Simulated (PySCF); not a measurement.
Frontier orbitals and the lowest excitations

Species: (ClInPH)3 ring, Cl₃H₃In₃P₃.
Structure used (PBE0-D3(BJ)/def2-SVP), in Å, numbered top down from 1:
```xyz
12
Cl3H3In3P3 angstrom
In    -1.0450   -1.6807    0.2271
Cl    -2.1282   -2.7499    2.0162
P      1.4455   -2.0540    0.0765
In     1.7316    0.2885    0.9612
Cl     2.1183    0.5297    3.2700
P      1.3108    2.4785   -0.2316
In    -0.4126    1.1654   -1.4859
Cl     0.6318    0.1796   -3.3802
P     -2.5245   -0.1179   -1.1041
H      1.4255   -1.5225   -1.2592
H      0.4379    2.8589    0.8410
H     -2.8756    0.5418    0.1201
```

Method: PySCF, TDDFT wB97X-D/def2-SVPD, vertical, gas phase, core orbitals frozen in the response, def2 core potentials past Kr. Spin–orbit coupling is left out.

Kohn–Sham orbitals with the atoms that hold most of them (Löwdin shares over 4%, at most four atoms; ? is withheld):

| orbital | ε (eV) | atoms |
| --- | --- | --- |
| LUMO+2 | -0.76 | In7 17%, P6 16%, P3 16%, P9 16% |
| LUMO+1 | -1.19 | In1 16%, In4 15%, In7 15%, P9 14% |
| LUMO | -1.94 | ? |
| HOMO | -9.33 | P3 38%, P9 16%, P6 13%, In1 9% |
| HOMO-1 | -9.35 | P6 30%, P9 29%, In7 11%, P3 7% |
| HOMO-2 | -9.65 | P6 19%, P9 18%, P3 16%, Cl2 8% |
| HOMO-3 | -10.67 | Cl8 42%, Cl2 12%, P3 12%, Cl5 10% |

(1) Give the leading atoms of the LUMO.

(2) How does S1 compare with the orbital gap of 7.39 eV?

Results:

(1) In4 (bonded to Cl and 2 P) 23%; In7 (bonded to Cl and 2 P) 22%; In1 (bonded to Cl and 2 P) 21%; P3 (bonded to 2 In and H) 8%. By element: indium 65%, phosphorus 8% or more.

(2) S1 is at 3.50 eV (f = 0.0041), 3.89 eV below the gap, made of HOMO→LUMO (90%). 

Next come S2 at 3.62 eV (f 0.019), HOMO-1→LUMO (92%); S3 at 3.82 eV (f 0.0015), HOMO-2→LUMO (90%); S4 at 4.41 eV (f 0.015), HOMO-2→LUMO+1 (58%), HOMO-1→LUMO+1 (13%); S5 at 4.43 eV (f 0.076), HOMO→LUMO+1 (76%).

One conformer stands for the species.
